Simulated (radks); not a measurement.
Dipole-allowed excitations along the series with 10 electrons in [Ne]. All-electron calculation, scalar-relativistic Kohn-Sham, LB94 model potential, spin-polarised, spherical densities, finite nucleus; Fermi nuclear charge, rms radius of each element as measured or else 0.836 A^(1/3) + 0.57 fm. Program: a radial shooting solver on a logarithmic mesh with Libxc functionals. Time-dependent linear response with the Hartree and adiabatic LDA kernel, continuum included through the Sternheimer equations, no spin-orbit coupling, so fine structure and intercombination lines are absent. Lines are the poles of the dipole polarisability below minus the highest occupied eigenvalue, found on a grid refined at the orbital gaps; the lowest seven at most are given, and weak or close lines can be missed. The first line takes the name of the lowest orbital gap if no other gap lies below it; otherwise a line is named after a gap within 0.6 % of it, if that gap stands alone.

species  -e(HOMO) (eV)  lowest orbital gap (eV)  first line (eV)      f  strongest line (eV)  its f  static alpha (bohr^3)
Mg2+            78.301             2p-3s 51.750   51.987 (2p-3s)  0.220       65.008 (2p-3d)  0.518                 0.4977
Si4+            163.34             2p-3s 101.55   101.97 (2p-3s)  0.222  125.20 (unassigned)   1.11                 0.1699
P5+             216.22             2p-3s 132.13   132.65 (2p-3s)  0.220  161.08 (unassigned)   1.36                 0.1102

Estimate the first line of Al3+, its oscillator strength and the static polarisability.

Answer. 75.088 eV (2p-3s), f = 0.223, alpha = 0.2786 bohr^3.
